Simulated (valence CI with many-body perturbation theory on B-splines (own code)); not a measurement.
E1 transitions of Sm⁵⁷⁺

Level of theory: valence CI with perturbative core correlation (CI+MBPT): three valence electrons over a frozen Dirac-Fock core [He], radial functions for each j: 11 s, 11 p, 9 d, 7 f, 5 g, 2 h, 1 i, with the one-electron correlation potential Σ1, the two-electron term Σ2, the three-electron term Σ3, Breit, model QED; selected CI, second order for the rest (own B-spline code, finite nucleus).

The last digits are not significant, and no measured levels were compared; by estimate large intervals hold to a few tenths of a per cent, small ones and those within an open d or f shell to about a per cent.

Lines 151 to 200 of 276 in falling wavelength, among levels below 8483.0 eV, chosen from the strongest by gf and those to the six lowest levels. Wavelengths and rates use the calculated energies. Electric multipoles are in the length gauge, E1 and E2 with the static RPA response of the core. Weak lines are less certain than strong ones. Lines between different terms over intervals too small for the method are left out, as are lines whose strength nearly cancels. The highest levels of a list are the least certain.

Levels are named by their leading jj configuration (3d3/2^4 stands for four electrons in 3d with j = 3/2), which in mixed levels can hold well under half, so a name can repeat and another be missing. Letters in brackets count levels of one name in rising energy.

```tsv
λ vac (Å)	Upper	Lower	A (s⁻¹)	log gf	Branch %
1.837	(2s 2p1/2 3d3/2) J=3/2 [b]	(2s 2p1/2 2p3/2) J=3/2 [a]	8.08e+13	-0.79	8.1
1.836	(2s 2p3/2 3d5/2) J=5/2 [b]	(2s 2p3/2^2) J=3/2	1.07e+15	0.51	98.0
1.835	(2s 2p3/2 3d5/2) J=3/2 [b]	(2s 2p3/2^2) J=3/2	2.37e+14	-0.32	30.9
1.835	(2s 2p3/2 3d5/2) J=3/2 [b]	(2s 2p3/2^2) J=1/2	5.19e+14	0.02	67.6
1.835	(2s 2p1/2 3d3/2) J=1/2	(2s 2p1/2 2p3/2) J=3/2 [a]	1.65e+13	-1.78	2.5
1.834	(2s 2p1/2 3d5/2) J=7/2	(2s 2p1/2 2p3/2) J=5/2	7.36e+14	0.47	100.0
1.833	(2s 2p3/2 3d5/2) J=3/2 [a]	(2s 2p3/2^2) J=5/2	1.05e+14	-0.67	18.9
1.833	(2s 2p3/2 3d5/2) J=5/2 [a]	(2s 2p3/2^2) J=5/2	5.47e+14	0.22	87.4
1.831	(2s 2p3/2 3d5/2) J=7/2 [a]	(2s 2p3/2^2) J=5/2	1.07e+15	0.63	97.9
1.831	(2s 2p1/2 3d5/2) J=5/2 [b]	(2s 2p1/2 2p3/2) J=5/2	8.44e+13	-0.59	11.5
1.831	(2s 2p1/2 3d5/2) J=3/2	(2s 2p1/2 2p3/2) J=5/2	4.27e+12	-2.07	0.6
1.830	(2s 2p1/2 3d5/2) J=5/2 [a]	(2s 2p1/2 2p3/2) J=3/2 [a]	6.73e+14	0.31	87.7
1.828	(2s^2 3d5/2) J=5/2	(2s^2 2p3/2) J=3/2	7.66e+14	0.36	100.0
1.828	(2s 2p3/2 3d3/2) J=5/2 [b]	(2s 2p3/2^2) J=5/2	5.67e+13	-0.77	7.6
1.821	(2s 2p1/2 3d5/2) J=5/2 [b]	(2s 2p1/2 2p3/2) J=3/2 [a]	6.10e+13	-0.74	8.3
1.821	(2s 2p1/2 3d5/2) J=3/2	(2s 2p1/2 2p3/2) J=3/2 [a]	2.95e+13	-1.23	4.0
1.816	(2p1/2^2 3p3/2) J=3/2	(2s 2p1/2 2p3/2) J=1/2	1.46e+13	-1.54	6.7
1.816	(2s 2p3/2 3d5/2) J=7/2 [b]	(2s 2p3/2^2) J=5/2	2.55e+14	0.00	94.6
1.813	(2s 2p1/2 3p3/2) J=5/2	(2s^2 2p3/2) J=3/2	1.76e+13	-1.28	89.8
1.792	(2p1/2^2 3p3/2) J=3/2	(2s 2p1/2 2p3/2) J=3/2 [a]	4.77e+11	-3.04	0.2
1.772	(2s 2p3/2 3s) J=3/2 [a]	(2s 2p1/2 2p3/2) J=1/2	2.86e+12	-2.27	2.0
1.770	(2s 2p1/2 3s) J=1/2 [a]	(2s 2p1/2^2) J=1/2	1.63e+13	-1.81	14.4
1.764	(2s 2p1/2 3s) J=3/2	(2s 2p1/2^2) J=1/2	3.12e+13	-1.24	24.6
1.763	(2s 2p3/2 3s) J=5/2	(2s 2p1/2 2p3/2) J=5/2	2.23e+13	-1.20	25.5
1.758	(2s 2p1/2 3s) J=1/2 [b]	(2s 2p1/2^2) J=1/2	4.90e+12	-2.34	5.3
1.757	(2s 2p3/2 3s) J=3/2 [a]	(2s 2p1/2 2p3/2) J=5/2	1.76e+13	-1.49	12.3
1.757	(2s 2p3/2 3s) J=1/2	(2s 2p1/2 2p3/2) J=1/2	5.96e+12	-2.26	3.6
1.756	(2s 2p3/2 3s) J=3/2 [b]	(2s 2p1/2 2p3/2) J=1/2	8.96e+12	-1.78	11.2
1.754	(2s 2p3/2 3s) J=5/2	(2s 2p1/2 2p3/2) J=3/2 [a]	1.51e+13	-1.38	17.2
1.753	(2s^2 3s) J=1/2	(2s^2 2p1/2) J=1/2	3.17e+13	-1.53	25.1
1.749	(2s 2p3/2 3s) J=3/2 [a]	(2s 2p1/2 2p3/2) J=3/2 [a]	5.28e+12	-2.01	3.7
1.742	(2s 2p3/2 3s) J=3/2 [b]	(2s 2p1/2 2p3/2) J=5/2	4.96e+11	-3.04	0.6
1.737	(2s^2 3p3/2) J=3/2	(2s 2p1/2^2) J=1/2	5.86e+12	-1.97	60.9
1.733	(2s 2p3/2 3s) J=3/2 [b]	(2s 2p1/2 2p3/2) J=3/2 [a]	5.44e+11	-3.01	0.7
1.731	(2p1/2^2 3d5/2) J=5/2	(2s^2 2p3/2) J=3/2	4.54e+11	-2.91	0.1
1.711	(2p1/2 2p3/2 3p1/2) J=1/2	(2s 2p1/2 2p3/2) J=1/2	4.15e+13	-1.44	8.2
1.710	(2p1/2 2p3/2 3p1/2) J=3/2 [a]	(2s 2p1/2 2p3/2) J=1/2	1.23e+14	-0.66	22.7
1.707	(2p1/2 2p3/2 3p1/2) J=5/2	(2s 2p1/2 2p3/2) J=3/2 [b]	1.71e+14	-0.35	29.3
1.706	(2s 2p1/2 3p1/2) J=1/2 [a]	(2s^2 2p1/2) J=1/2	8.93e+13	-1.11	98.3
1.703	(2p1/2 2p3/2 3d3/2) J=3/2 [a]	(2p1/2^2 2p3/2) J=3/2	1.21e+14	-0.68	50.4
1.702	(2s 2p3/2 3p1/2) J=3/2 [a]	(2s^2 2p3/2) J=3/2	7.75e+13	-0.87	98.7
1.701	(2s 2p3/2 3p1/2) J=5/2	(2s^2 2p3/2) J=3/2	1.96e+14	-0.29	99.1
1.701	(2s 2p1/2 3p1/2) J=3/2	(2s^2 2p1/2) J=1/2	2.56e+14	-0.35	99.6
1.700	(2s 2p3/2 3d3/2) J=3/2 [a]	(2s 2p1/2 2p3/2) J=1/2	5.16e+12	-2.05	0.8
1.698	(2p1/2 2p3/2 3p1/2) J=3/2 [b]	(2s 2p1/2 2p3/2) J=3/2 [b]	8.45e+13	-0.84	27.2
1.698	(2p1/2 2p3/2 3p1/2) J=3/2 [b]	(2s 2p1/2 2p3/2) J=1/2	2.14e+13	-1.43	6.9
1.697	(2p1/2^2 3p1/2) J=1/2	(2s 2p1/2^2) J=1/2	7.21e+14	-0.21	98.8
1.697	(2s 2p1/2 3d3/2) J=3/2 [a]	(2s 2p1/2^2) J=1/2	8.23e+13	-0.85	40.5
1.697	(2p1/2 2p3/2 3d3/2) J=5/2 [b]	(2p1/2^2 2p3/2) J=3/2	8.56e+14	0.35	97.5
1.696	(2p1/2 2p3/2 3p1/2) J=3/2 [a]	(2s 2p1/2 2p3/2) J=5/2	1.04e+14	-0.74	19.2
```
